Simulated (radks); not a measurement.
The numbers below are computed, except where a source is named.
Orbital eigenvalues (eV) of the silicon ion Si3+, [Ne] 3s1, at several levels of relativity; Dirac values are averaged over j with weights 2j + 1. Spin-unpolarised spherical Kohn-Sham, PBEsol, point nucleus unless stated (finite: rms radius 3.1224 fm), a radial shooting solver on a logarithmic mesh with Libxc functionals. A level marked "c x" has the speed of light scaled by that factor.

shell  non-rel.  scalar-rel.  scalar-rel., finite nucleus  Dirac, c x 1.25  change of magnitude, last against first (%)
1s      -1815.2      -1820.0                      -1820.0          -1818.2                                        +0.16
2s      -174.80      -175.49                      -175.49          -175.23                                        +0.25
2p      -131.86      -131.86                      -131.86          -131.85                                        -0.01
3s      -39.275      -39.358                      -39.358          -39.327                                        +0.13
